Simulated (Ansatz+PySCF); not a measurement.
singlet CdCl2: levels of theory in one basis

| atom | x (Å) | y (Å) | z (Å) |
| --- | --- | --- | --- |
| Cl | 0.0000 | 0.0000 | -2.2765 |
| Cd | 0.0000 | 0.0000 | 0.0000 |
| Cl | 0.0000 | 0.0000 | 2.2765 |

Basis set: def2-SVP (spherical functions, with the set's core potentials past Kr). Correlated methods keep 10 orbitals frozen. Charge 0, multiplicity 1.

Computed with Ansatz (development build ahead of 0.2.0); each method stands on the lowest determinant of its kind that the runs found. NEVPT2 correlates all electrons outside the core potentials. Active spaces start from the frontier orbitals, and the lowest solution found is given.

```
        method  E − E(RHF) (eV)  <S²> of the determinant
           RHF             0.00                     0.00
       RHF-MP2           -16.96                        –
      RHF-CCSD           -17.19                        –
   CASSCF(2,2)            -0.24                        –
SC-NEVPT2(2,2)           -17.28                        –
```

(1) What does RHF-CCSD(T) give on the same scale?

(2) Is a single determinant a sound starting point here?

Answers

(1) -17.56 eV.

(2) By this sign, yes. Unrestricted orbitals gain 0.00 eV and <S²> is 0.00 against 0.00 for a pure state. The CASSCF(2,2) natural occupations are 1.99, 0.01.

Caution for CASSCF(2,2): other starts end on other solutions of this active space.
